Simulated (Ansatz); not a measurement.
One change: `BC(F)[SiH3]` becomes `B[CH]([SiH3])[GeH3]`.

Ansatz, PBE0-D4/def2-TZVP geometries, multiplicity 1. 

Scalar relativity is left out up to krypton.

```csv
property,`BC(F)[SiH3]`
HOMO–LUMO gap (PBE0/def2-TZVPP) / eV,6.87
HOMO–LUMO gap (B3LYP/def2-TZVPP) / eV,6.44
LUMO energy (ωB97M-V/def2-TZVPP) / eV,0.36
LUMO energy (PBE/def2-TZVPP) / eV,-2.51
size of the dipole moment (ωB97M-V/def2-TZVPP) / D,1.56
HOMO–LUMO gap (ωB97M-V/def2-TZVPP) / eV,11.05
```

Task: What does the change do to each property? (An estimate is asked.)

Result: The calculation gave: 
```
                                          property  `B[CH]([SiH3])[GeH3]`  shift
              HOMO–LUMO gap (PBE0/def2-TZVPP) / eV                   7.20   0.33
             HOMO–LUMO gap (B3LYP/def2-TZVPP) / eV                   6.81   0.37
             LUMO energy (ωB97M-V/def2-TZVPP) / eV                   0.56   0.20
                 LUMO energy (PBE/def2-TZVPP) / eV                  -2.26   0.25
size of the dipole moment (ωB97M-V/def2-TZVPP) / D                   0.96  -0.60
           HOMO–LUMO gap (ωB97M-V/def2-TZVPP) / eV                  11.26   0.21
```

With PBE0 the HOMO falls by 0.08 eV and the LUMO rises by 0.25 eV, so the gap widens by about 0.33 eV. PBE moves the HOMO by -0.22 eV and ωB97M-V by -0.02 eV. Dipoles are sizes alone; their direction can turn.

B3LYP here is the variant with VWN-RPA as its local correlation; programs differ in this.
